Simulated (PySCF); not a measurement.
C5H7F, SMILES C#CC[C@@H](C)F.

The structure is a stationary point at PBE0-D3(BJ)/def2-SVP. The structure was generated by enumeration; whether it is a known compound was not checked. One conformer was computed; it need not be the lowest.

Method: M06-2X/def2-TZVP (PySCF).

Gas-phase values at a fixed geometry.

Computed frontier levels, gap, dipole moment and polarisability:
| Quantity | Result |
|---|---|
| highest occupied level | -9.08 eV |
| lowest empty level | 1.40 eV |
| orbital gap | 10.48 eV |
| dipole moment | 1.95 D |
| quadrupole, principal values (traceless, Buckingham form, about the centre of nuclear charge) | -7.07, -0.58, 7.65 D·Å |
| mean static polarisability | 57.1 bohr³ (8.46 Å³) |
| polarisability, principal values | 46.6, 51.7, 73.1 bohr³ |
